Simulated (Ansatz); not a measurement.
Species: sum formula AlO2H2, net charge 0, doublet state. It need not be the lowest isomer of its formula. 
Geometry from a B3LYP-D3(BJ)/def2-TZVP (Ansatz, a program for electronic structure) optimisation:
```
Al
O 1 1.7036
H 2 0.9597 1 126.28
O 1 1.7036 2 125.35 3 0.00
H 4 0.9597 1 126.28 2 0.00
```
Charge 0, spin multiplicity 2.

Dipole moments at this geometry, in debye (magnitudes).

```csv
level,program,dipole (D)
BLYP/def2-TZVPD,Ansatz,…
revPBE/def2-TZVPD,Ansatz,1.66
r2SCANh/def2-TZVPD,Ansatz,1.74
r2SCAN0/def2-TZVPD,Ansatz,1.76
wB97M-V/def2-TZVPD,Ansatz,1.61
CCSD(T)/aug-cc-pV(D+d)Z,Ansatz,…
```

Problem. Fill in the missing entries.

Solution. 
- BLYP/def2-TZVPD, dipole (D): 1.56
- CCSD(T)/aug-cc-pV(D+d)Z, dipole (D): 1.78
